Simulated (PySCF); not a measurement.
PySCF input file for CH3Se, SMILES C[Se] (connectivity only; charge and spin as stated), charge -1, multiplicity 1, PBE0-D3(BJ)/def2-TZVPD. Geometry: PBE0-D3(BJ)/def2-TZVPD. The multiplicity is an assumed one; other spin states were not compared. The isomer is the one that the SMILES or the coordinates give; other isomers of the formula were not compared.

```python
import numpy as np
from pyscf import gto, scf, dft
from pyscf.hessian import thermo

mol = gto.M(
    atom='''
    C    -0.00000000    0.00000000   -1.53375416
    Se    0.00000000   -0.00000000    0.44009187
    H     0.88580718    0.51142101   -1.92019956
    H    -0.88580717    0.51142101   -1.92019956
    H     0.00000000   -1.02284202   -1.92019957
    ''',
    basis='def2-TZVPD',
    charge=-1,
    spin=0,
    max_memory=1600,
    verbose=3,
)
mf = dft.RKS(mol, xc='pbe0').density_fit(auxbasis='def2-universal-jkfit')
mf.disp = 'd3bj'
mf.grids.level = 3
mf.conv_tol = 1e-11
mf.max_cycle = 100
mf.kernel()

# [left out here: the lines that compute and print the analytic Hessian (its translational invariance restored by hand, since the grid's response is missing), thermochemistry and intensities]
```

Program output:

```
converged SCF energy = -2441.17860851903

WARN: DFTD3 does not support analytical Hessian, using finite difference


WARN: Mole.unit (angstrom) is changed to Bohr

Mode                                 0                   1                   2
Irrep
Freq [cm^-1]                      594.7215            865.9559            865.9699
Reduced mass [au]                   5.2295              1.1510              1.1510
Force const [Dyne/A]                1.0898              0.5085              0.5086
Char temp [K]                     855.6719           1245.9178           1245.9379
Normal mode                   x     y     z       x     y     z       x     y     z
       0   C                 0.00  0.00  0.24    0.04 -0.10  0.00    0.10  0.04 -0.00
       1  Se                -0.00 -0.00 -0.04   -0.00  0.01 -0.00   -0.01 -0.00  0.00
       2   H                -0.01 -0.01  0.21   -0.10  0.21  0.08   -0.14 -0.05 -0.70
       3   H                 0.01 -0.01  0.21   -0.04  0.18  0.56   -0.17 -0.12  0.42
       4   H                -0.00  0.01  0.21   -0.09  0.14 -0.65   -0.21 -0.06  0.28
Mode                                 3                   4                   5
Irrep
Freq [cm^-1]                     1255.1252           1463.0966           1463.1232
Reduced mass [au]                   1.1584              1.0629              1.0629
Force const [Dyne/A]                1.0752              1.3405              1.3406
Char temp [K]                    1805.8458           2105.0702           2105.1085
Normal mode                   x     y     z       x     y     z       x     y     z
       0   C                 0.00  0.00  0.11   -0.02  0.07  0.00    0.07  0.02 -0.00
       1  Se                -0.00 -0.00  0.00   -0.00  0.00  0.00    0.00  0.00  0.00
       2   H                -0.16 -0.09 -0.50    0.38 -0.58  0.08    0.01  0.25  0.28
       3   H                 0.16 -0.09 -0.50   -0.35 -0.41  0.20   -0.16 -0.48 -0.21
       4   H                -0.00  0.19 -0.50    0.16  0.14 -0.28   -0.70  0.03 -0.06
Mode                                 6                   7                   8
Irrep
Freq [cm^-1]                     3012.0513           3080.3835           3080.4033
Reduced mass [au]                   1.0284              1.1052              1.1052
Force const [Dyne/A]                5.4973              6.1785              6.1786
Char temp [K]                    4333.6712           4431.9861           4432.0145
Normal mode                   x     y     z       x     y     z       x     y     z
       0   C                 0.00  0.00 -0.04    0.09  0.01  0.00   -0.01  0.09  0.00
       1  Se                -0.00 -0.00 -0.00   -0.00 -0.00 -0.00    0.00 -0.00  0.00
       2   H                -0.47 -0.27  0.17   -0.56 -0.34  0.23   -0.29 -0.14  0.11
       3   H                 0.47 -0.27  0.17   -0.52  0.32 -0.21    0.36 -0.18  0.14
       4   H                 0.00  0.54  0.17    0.03 -0.05 -0.02   -0.00 -0.73 -0.25
temperature 298.1500 [K]
pressure 101325.00 [Pa]
Rotational constants [GHz] 159.74170 9.17151 9.17151
Symmetry number 3
Zero-point energy (ZPE) 0.03572 [Eh]   93792.195 [J/mol]
                           tot       elec      trans        rot        vib
Entropy [J/mol/K]       246.430      0.000    165.409     77.510      3.510
Cv [J/mol/K]             35.327      0.000     12.472     12.472     10.384
Cp [J/mol/K]             43.641      0.000     20.786     12.472     10.384
Internal energy [J/mol]                      3718.434   3718.434  94607.468
Internal energy [Eh]   -2441.13974  -2441.17861
Enthalpy [J/mol]                             6197.391   3718.434  94607.468
Enthalpy [Eh]          -2441.13880
Gibbs free energy [J/mol]                  -43119.357 -19391.224  93560.894
Gibbs free energy [Eh] -2441.16678
static polarisability / bohr^3: [[ 7.5549e+01  0.0000e+00  0.0000e+00]
 [ 0.0000e+00  7.5549e+01 -1.0000e-03]
 [-0.0000e+00  0.0000e+00  7.7919e+01]]
largest difference of analytic and finite-field dipole derivatives / e: 0.0019803936319423565
mode   freq/cm-1   IR/(km/mol)   Raman/(A^4/amu)   depolarisation
   1      594.72         3.250            19.747            0.219
   2      865.96        11.431             8.145            0.750
   3      865.97        11.429             7.871            0.750
   4     1255.13        29.212            49.199            0.044
   5     1463.10         1.008             2.711            0.750
   6     1463.12         1.008             2.591            0.750
   7     3012.05       159.773           179.155            0.280
   8     3080.38        20.507            96.213            0.750
   9     3080.40        20.501            98.279            0.750
max |gradient| / (hartree/bohr): 0.00024210141038399154
APT charges: [ 0.0359 -0.8181 -0.0726 -0.0726 -0.0726]
```

Self-consistency was reached.
